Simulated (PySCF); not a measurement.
**Where the electron goes**

C6H9FGaN.
Geometry (PBE0-D3(BJ)/def2-SVP, Å), atoms numbered from 1 in this order:
```xyz
18
C6H9FGaN angstrom
F     -2.6795   -1.9535   -0.8209
C     -2.3844   -1.2758    0.3343
C     -1.2825   -0.2875    0.0904
C     -1.5412    0.9993   -0.3864
C     -0.4809    1.8615   -0.6464
C      0.8143    1.4100   -0.4235
N      1.0656    0.1773    0.0255
Ga     3.0753   -0.4715    0.3167
C      0.0506   -0.6515    0.2742
H     -3.2945   -0.7568    0.6779
H     -2.0850   -2.0043    1.1055
H     -2.5724    1.3250   -0.5495
H     -0.6494    2.8753   -1.0131
H      1.6871    2.0450   -0.5976
H      2.7896   -1.5560    1.4369
H      3.4090   -0.9983   -1.1380
H      3.6984    0.9217    0.7433
H      0.3238   -1.6431    0.6484
```

Method used: TDDFT B3LYP/def2-SVPD, vertical, gas phase, core orbitals frozen in the response (PySCF). The B3LYP/def2-SVPD calculation is non-relativistic and has no spin–orbit coupling, an omission that weighs most on gallium.

Frontier orbitals with the atoms that hold most of them (Löwdin shares over 4%, at most four atoms; ? is withheld):

```tsv
orbital	ε (eV)	atoms
LUMO+2	-0.11	C4 12%, C5 12%, Ga8 11%, H12 11%
LUMO+1	-1.93	C9 21%, C5 18%, C3 16%, C6 14%
LUMO	?	C4 25%, N7 21%, C6 15%, C3 12%
HOMO	-7.08	?
HOMO-1	-7.23	?
HOMO-2	-8.55	C6 20%, C9 20%, C3 20%, C5 19%
HOMO-3	-8.90	N7 34%, Ga8 20%, C9 6%, H15 6%
```

Task: Give the leading atoms of the HOMO-1.

Result: Ga8 (bonded to N and 3 H) 39%; H15 (bonded to Ga) 28%; H17 (bonded to Ga) 25%. By element: hydrogen 53% or more, gallium 39%.

Task: Give the leading atoms of the HOMO.

Result: Ga8 (bonded to N and 3 H) 39%; H16 (bonded to Ga) 35%; H17 (bonded to Ga) 12%; H15 (bonded to Ga) 9%. By element: hydrogen 55% or more, gallium 39%.

Task: What is the LUMO energy, and the HOMO–LUMO gap?

Result: ε(LUMO) = -2.39 eV; the gap is 4.69 eV (0.1722 hartree).

Task: The HOMO–LUMO gap is 4.69 eV. Where does the response calculation put the lowest singlet, and from which orbitals?

Result: S1 is at 4.01 eV (f = 0.038), 0.67 eV below the gap, made of HOMO→LUMO (99%). 

Task: One configuration dominates each of S1, S2, S3, S4 and S6. Which, and how do the shares of the two leading atoms of either orbital change from the occupied to the empty one?

Result: 
- S1 (4.01 eV, f 0.038), HOMO→LUMO (99%): Ga8 39% → at most 12%, H16 35% → at most 12%, C4 at most 6% → 25%, N7 at most 6% → 21%
- S2 (4.10 eV, f 0.0007), HOMO-1→LUMO (100%): Ga8 39% → at most 12%, H15 28% → at most 12%, C4 at most 4% → 25%, N7 at most 4% → 21%
- S3 (4.43 eV, f 0.0015), HOMO→LUMO+1 (98%): Ga8 39% → at most 14%, H16 35% → at most 14%, C9 at most 6% → 21%, C5 at most 6% → 18%
- S4 (4.58 eV, f 0.0037), HOMO-1→LUMO+1 (99%): Ga8 39% → at most 14%, H15 28% → at most 14%, C9 at most 4% → 21%, C5 at most 4% → 18%
- S6 (5.47 eV, f 0.053), HOMO-2→LUMO (77%): C6 20% → 15%, C9 20% → at most 12%, C4 at most 20% → 25%, N7 at most 20% → 21%

One conformer stands for the species.
